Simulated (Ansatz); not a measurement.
C5H10BN, SMILES `BN(C=C)CC=C`, 17 atoms. Total charge 0; spin multiplicity 1. All runs use 4 threads of an Arm Neoverse V2 on a shared host. Correlated methods freeze the cores.

Question: Give the basis size and wall time and peak host memory of each of these runs in Ansatz. RKS CAM-B3LYP-D4/def2-TZVPP energy; RKS HSE06 (plane-wave form)-D4/def2-TZVPP energy; RKS ωB97M-V/def2-QZVPP energy; RKS PBE0-D4/def2-SVP energy; RKS revPBE-D4/def2-TZVPP energy; direct RPA on PBE orbitals/def2-TZVPP energy; RKS ωB97M-V/def2-SVP energy; RKS PBE0-D4/def2-QZVPP energy; RKS PBE0-D4/def2-TZVP relaxation (6 steps); RHF-CCSD(T)/def2-SVP energy; RHF-MP2/def2-TZVPP energy; RKS PBE0-D4/def2-TZVPP energy. (Best estimate.)

Answer: The calculation gave: Other jobs shared the machine, so times are rough.

```csv
level,job,functions,wall time,peak host memory (GiB)
RKS PBE0-D4/def2-SVP,energy,148,1.8 s,0.39
RKS revPBE-D4/def2-TZVPP,energy,357,3.9 s,0.58
RKS HSE06 (plane-wave form)-D4/def2-TZVPP,energy,357,6 s,1.2
RKS PBE0-D4/def2-TZVPP,energy,357,6 s,1.1
RKS CAM-B3LYP-D4/def2-TZVPP,energy,357,6.5 s,1.3
RKS ωB97M-V/def2-SVP,energy,148,7 s,0.52
RHF-MP2/def2-TZVPP,energy,357,9 s,1.3
direct RPA on PBE orbitals/def2-TZVPP,energy,357,12 s,1.4
RKS PBE0-D4/def2-QZVPP,energy,699,17 s,3.1
RHF-CCSD(T)/def2-SVP,energy,148,29 s,1.4
RKS ωB97M-V/def2-QZVPP,energy,699,33 s,3.9
RKS PBE0-D4/def2-TZVP,relaxation (6 steps),277,43 s,0.96
```
